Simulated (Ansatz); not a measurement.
C2H7As⁺, that is AsMe2H with one electron fewer, relaxed as a doublet with UKS PBE-D4/def2-SVP in Ansatz, starting from the PBE-D4/def2-SVP geometry of the neutral singlet. Force threshold 0.02 eV/Å.

Start:

```xyz
10

As    0.1955   -0.1859   -1.1573
C     1.4122   -0.3214    0.4127
H     1.2807   -1.3190    0.8769
H     1.2108    0.4614    1.1694
H     2.4614   -0.2366    0.0676
C    -1.4988    0.0468   -0.1380
H    -2.2998    0.3664   -0.8332
H    -1.4010    0.7916    0.6754
H    -1.7877   -0.9309    0.2962
H     0.4268    1.3276   -1.3697
```

| step | energy (eV) | largest force component (eV/Å) | SCF passes |
| --- | --- | --- | --- |
| 1 | -62999.1297 | 3.673 | 30 |
| 2 | -62999.7073 | 0.735 | 28 |
| 3 | -62999.7766 | 0.311 | 29 |
| 4 | -62999.8068 | 0.441 | 29 |
| 5 | -62999.8150 | 0.059 | 30 |
| 6 | -62999.8154 | 0.012 | 24 |

Force components are those of the run's own axes.

End:

Cartesian coordinates in Å:
```
As 0.167 0.051 -0.851
C 1.531 -0.359 0.452
H 1.320 -1.348 0.901
H 1.492 0.436 1.230
H 2.519 -0.359 -0.045
C -1.629 0.041 -0.145
H -2.341 0.257 -0.965
H -1.683 0.838 0.629
H -1.839 -0.949 0.303
H 0.462 1.392 -1.509
```

By distances, no bond broke or formed. The bond that changes most is As1–C6, from 1.99 to 1.93 Å (atoms count from 1).

No frequencies were taken in this run, so the end may be a saddle point.

Run time 11 s (2 threads of AMD EPYC 7R13 on a shared host).
